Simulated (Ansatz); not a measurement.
Born–Oppenheimer molecular dynamics of C₂H₁₁NOSi₂ (17 atoms, charge 0, multiplicity 1). It starts from a relaxed structure.

All numbers below come from Ansatz 0.2.0, RKS revPBE-D4/STO-3G.

| Item | Value |
| --- | --- |
| ensemble | NVT, Nosé–Hoover chain |
| time step | 0.5 fs |
| steps asked | 204 |
| set temperature | 1000 K |
| thermostat | time constant 300 fs, chain length 3 |
| seed | 433220 |

First frame:

```xyz
17
Properties=species:S:1:pos:R:3
C -1.623 -0.911 -0.494
Si 0.008 0.010 -0.280
N 0.178 1.092 -1.729
Si 1.713 -1.459 0.083
C -0.121 1.174 1.230
O -1.435 1.865 1.166
H -2.459 -0.191 -0.555
H -1.631 -1.523 -1.414
H -1.819 -1.584 0.360
H 1.151 1.532 -1.661
H 0.314 0.443 -2.569
H 1.486 -2.267 1.276
H 2.983 -0.765 0.262
H 1.879 -2.373 -1.041
H 0.737 1.899 1.222
H -0.007 0.579 2.178
H -1.374 2.479 2.005
```

(1) How far do the bonds stretch over the last three quarters of this one trajectory? (Pairs bonded in most of those frames.)

Results:

(1) 
```csv
bond,mean (Å),spread (Å),shortest,longest
C1–Si2,1.904,0.057,1.81,1.98
C1–H7,1.109,0.008,1.09,1.13
C1–H8,1.109,0.006,1.10,1.12
C1–H9,1.108,0.008,1.09,1.12
Si2–N3,1.809,0.038,1.74,1.88
Si2–Si4,2.295,0.029,2.26,2.36
Si2–C5,1.929,0.061,1.81,2.00
N3–H10,1.073,0.032,1.01,1.14
N3–H11,1.067,0.021,1.00,1.11
Si4–H12,1.469,0.066,1.37,1.57
Si4–H13,1.463,0.011,1.45,1.49
Si4–H14,1.463,0.018,1.43,1.50
C5–O6,1.490,0.005,1.48,1.50
C5–H15,1.126,0.020,1.09,1.16
C5–H16,1.127,0.016,1.09,1.16
O6–H17,1.045,0.020,1.01,1.07
```

Mean temperature of the second half: 540 K. The conserved energy stayed within 0.34 meV per atom of its start (net change 0.17 meV per atom), so the integration is sound. The mean temperature of the second half is 46 % below the set value. A run of 0.1 ps of so small a system gives no equilibrium averages. Limits of this set-up: minimal basis.

The run took 17 min on 1 thread of Arm Neoverse N1, with other jobs on the host, peak memory 0.09 GiB.
